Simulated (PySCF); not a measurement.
Te(OH)(OMe), SMILES CO[Te]O at its B3LYP/def2-SVP optimised geometry (Å):

```
8

Te    -1.7097    -1.1422     0.0000
O     -2.0447     0.8350     0.0000
H     -1.9660     1.1422     0.9166
O      0.2921    -1.1422     0.0000
C      0.9681    -0.8306    -1.2065
H      0.8106     0.2201    -1.5099
H      2.0447    -0.9792    -1.0176
H      0.6671    -1.4837    -2.0470
```

Computed with B3LYP/def2-TZVP, def2 effective core potentials past Kr (PySCF 2.14.0). The core electrons that the potentials of Te replace are not part of the density.

Map of the log10 of the electron density (e/bohr³), floored at −4 on the plane z = 1.0 Å:

```
|00000000000000000000000000000|
|00000000000000000000000000000|
|00000000000000000000000000000|
|00000000000000000000000000000|
|00000000000000000000000000000|
|00000000000000000000000000000|
|00000112221000000000000000000|
|00001234433200000000000000000|
|00012455654320000000000000000|
|00023567876431000000000000000|
|00134679986532000000000000000|
|00134679987542100000000000000|
|00234678886543221100000000000|
|00234567776543333210000000000|
|00234566776554444431000000000|
|00234567777665665542100000000|
|01234677888766676643200000000|
|01235678898776777653200000000|
|01245678998776777653200000000|
|01235678888766676643100000000|
|00234567887665565542100000000|
|00124566776654444431000000000|
|00123455555443333210000000000|
|00012334444332221100000000000|
|00001122332211100000000000000|
|00000011111100000000000000000|
|00000000000000000000000000000|
|00000000000000000000000000000|
|00000000000000000000000000000|
```
Scale: ten equal steps from -4.00 (start of '0') to -0.684 (end of '9'), in the order '0123456789'; x runs from -4.50 to 4.50, y from -4.50 (bottom) to 4.50 (top).
